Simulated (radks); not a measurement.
Results of a calculation; reference values are marked as such.
Ionisation of neutral neon, [Ne], to Ne+, [He] 2s2 2p5, under several functionals. Scalar-relativistic Kohn-Sham, spin-polarised, spherical densities, finite nucleus; open shells are filled with parallel spins first; a radial shooting solver on a logarithmic mesh with Libxc functionals.

functional                                      E(Ne) (hartree)  Exc (hartree)  IE (eV)  -e(HOMO) (eV)  <r> HOMO (bohr)  IE error (eV)
PBE                                                  -129.01342      -12.39082   21.969         13.334           0.9815         +0.405
OLYP                                                 -129.10347      -12.50006   21.954         13.359           0.9799         +0.389
revPBE                                               -129.08269      -12.46446   21.893         13.260           0.9813         +0.328
LDA (Slater exchange, Perdew-Wang correlation)       -128.37482      -11.72067   22.167         13.534           0.9815         +0.602
B86b exchange with PBE correlation                   -129.09758      -12.47963   22.015         13.370           0.9808         +0.450
PBEsol                                               -128.67179      -12.03394   21.890         13.271           0.9813         +0.325
exchange-only B88                                    -128.73733      -12.10282   20.875         12.358           0.9862         -0.689
XLYP                                                 -129.18915      -12.57009   22.040         13.411           0.9834         +0.475

NIST Atomic Spectra Database: 21.565 eV (measured). Closest: PBEsol. The Delta-SCF values span 1.29 eV, the total energies 0.81 hartree. The highest occupied level is 2p. Open shells are spherical and high-spin; term and fine-structure splittings are not resolved.
